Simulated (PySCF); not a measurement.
# Calculated properties of Si(vinyl)2(NMe2)2 (`C=C[Si](C=C)(N(C)C)N(C)C`)

Species: Si(vinyl)2(NMe2)2, C8H18N2Si.
Bonds: Si1–C2, Si1–C7, Si1–N12, Si1–N21, C2–C3, C7–C8, N12–C13, N12–C14, N21–C22, N21–C23. Hydrogens: H4 on C2; H5, H6 on C3; H9 on C7; H10, H11 on C8; H15, H16, H17 on C13; H18, H19, H20 on C14; H24, H25, H26 on C22; H27, H28, H29 on C23.

From PBE0-D3(BJ)/def2-SVP geometry optimisation, gas phase (PySCF):

* Rotational constants A, B, C: 0.962, 0.793, 0.771 GHz

CAM-B3LYP/def2-SVPD ground state and vertical TDDFT (core frozen in the response) (PySCF):

- Dipole moment: 0.22 D
- HOMO energy: -7.33 eV
- LUMO energy: 0.58 eV
- HOMO–LUMO gap: 7.91 eV
- Lowest singlet excitation: 5.09 eV (244 nm, f = 0.002)
- Strongest line among the 10 lowest singlet transitions: S7 at 6.62 eV (187 nm, f = 0.199)
- Lowest triplet excitation (Tamm–Dancoff): 4.18 eV
- Static isotropic polarisability: 138.1 au
- Electronic spatial extent ⟨r²⟩ about the centre of nuclear charge: 2127 bohr²

**PBE0/pcSseg-1 ground state and GIAO shieldings, non-relativistic (PySCF)**

* Lowest Hirshfeld atomic charge: -0.17 e on N12/N21
* Highest Hirshfeld atomic charge: +0.42 e on Si1
* 13C chemical shifts (computed TMS as zero) by class: 144.5 (C2/C7), 143.1 (C3/C8), 38.7 (C13/C14/C22/C23) ppm
* 1H chemical shifts (computed TMS as zero) by class: 6.31 (H4/H9), 6.29 (H6), 6.29 (H11), 6.01 (H5/H10), 2.52 (H15/H16/H17/H18/H19/H20/H24/H25/H26/H27/H28/H29) ppm
* Isotropic shieldings of nuclei other than C and H, by class: 242 (N12/N21), 367 (Si1) ppm
* Mayer bond orders between heavy atoms: Si1–C2 0.83, Si1–C7 0.83, Si1–N12 0.91, Si1–N21 0.91, C2–C3 2.00, C7–C8 2.00, N12–C13 0.97, N12–C14 0.98, N21–C22 0.97, N21–C23 0.98

From delta-SCF UKS SCAN, pcX-2 on the ionised atom, pcseg-1 elsewhere, spin-free X2C; 2p3/2 from a spin–orbit splitting computed afterwards within the 2p shell (PySCF):

- Core binding energies: Si2p3/2 106.0 (Si1), C1s 289.5 (C2/C7), C1s 290.0 (C3/C8), C1s 291.1 (C13/C14/C22/C23), N1s 403.7 (N12/N21), Si1s 1846.0 (Si1) eV

Monoisotopic mass (most abundant isotopes): 170.1239 u.

The rotational constants make it an asymmetric top with κ = (2B − A − C)/(A − C) = -0.8, nearer the prolate limit (−1). S1 lies 2.82 eV below the HOMO–LUMO gap; its leading configuration is HOMO→LUMO, weight 0.95. The largest Löwdin shares of the HOMO are 0.29 on N21, 0.27 on N12, 0.05 on C23 and 0.04 on C14. With B = h/(8π²I), that is 505.379 GHz u Å² over I, the principal moments of inertia are 525.4, 637.6 and 655.8 u Å² (most abundant isotopes); the inertial defect Ic − Ia − Ib is -507.2 u Å² (zero for a rigid planar frame, negative otherwise). The dipole equals about 0.7 × 10⁻³⁰ C·m (1 D = 3.33564 × 10⁻³⁰ C·m). The vertical singlet–triplet gap S1 − T1 is 0.91 eV (TDDFT singlet less Tamm–Dancoff triplet; S1: HOMO→LUMO, weight 0.95; T1: HOMO−2→LUMO, weight 0.63).

 NMR classes are plain means over equivalent atoms (diastereotopic ones count apart unless rotation or inversion swaps them), as if these changed places fast; in this geometry the members of some classes differ.

One conformer stands for the species.
